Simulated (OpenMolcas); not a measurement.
Tb³⁺: CASPT2 settings compared

```json
{"Program": "OpenMolcas 26.06", "Basis": "ANO-RCC-VQZP [9s8p6d4f3g2h]", "Scalar Hamiltonian": "X2C, point nucleus", "Active space": "8 electrons in 7 orbitals (4f)", "State averaging": "2S+1 = 7 even, 7 roots; 2S+1 = 5 even, 31 roots kept (CI in the orbitals of an earlier block)", "Spin-orbit coupling": "state interaction with AMFI integrals over the reference wave functions, term energies averaged over their components"}
```

Methods on the same reference wave functions:
A. CASSCF
B. SS-CASPT2, IPEA 0.5 Eh, imaginary shift 0.2 Eh (closed shells correlated: 5s 5p)
C. SS-CASPT2, IPEA 0.15 Eh, real shift 0.05 Eh (closed shells correlated: 5s 5p)
D. XMS-CASPT2, IPEA 0.35 Eh, sigma2 regulariser 0.2 Eh (closed shells correlated: none)

Energies in cm-1 above 4f8 7F6, the measured ground level; measured values from Martin, Zalubas and Hagan, Atomic Energy Levels: The Rare-Earth Elements, NSRDS-NBS 60 (1978).

```tsv
Level	A	B	C	D	Measured
4f8 7F6	0.0	0.0	0.0	0.0	0.0
4f8 7F5	2258	2280	2290	2270	2052
4f8 7F4	3739	3750	3760	3750	3314
4f8 7F3	4774	4780	4780	4770	4292
4f8 7F2	5479	5480	5480	5470	4978
4f8 7F1	5917	5910	5910	5910	5432
4f8 7F0	6127	6120	6120	6120	5654
4f8 5D4	24356	22990	22200	23100
```

Deviations, from unrounded energies. A percentage is the sum of absolute deviations over the sum of measured energies, with the sign that they share, or ± where signs differ.

```tsv
Against measurement	Levels	A	B	C	D
mean absolute deviation (cm-1)	6	430	430	430	430
fine structure of the ground term (%)	6	+10.0	+10.1	+10.1	+10.0
```

A, B, C, D lie about equally close to measurement. The largest miss of A in the table is 4f8 7F2, by +500 cm-1. The ranking rests on the paired levels alone, and a cruder setting can come out closer through cancelling errors.

Among B to D the level of the table that moves most is 4f8 5D4, by 900 cm-1 (lowest in C, highest in D). Moves below CASPT2's spread within the term are not significant.

The two smallest mean deviations differ by little beside CASPT2's spread within terms, so their order carries little weight.

The lowest spin-free term lies below A's lowest term by 0.657 hartree in B, 0.669 hartree in C, 0.222 hartree in D.

CASPT2 does not keep the components of a term degenerate, so their means are used; among the terms shown or strongly mixed into the levels shown the widest spread is 170 cm-1 (4f8 5D, D). High states are left out of the spin-orbit mixing, which shifts the levels that they would mix with. Terms from blocks run as CI alone lack orbitals of their own. Without dynamic correlation excited terms often stand tens of per cent too high (terms of higher spin than the ground term too low), and those without a measured partner can miss by more than the paired ones (holds for A). Computed and measured levels are paired by configuration, term and J; levels that our copy of the source lacks, or whose pairing is in doubt (as where it misses far off the trend of its configuration), stay unpaired and out of the deviations. Levels of configurations outside the active space are missing. The table leaves out levels that lie high or whose names do not pair safely across all columns.
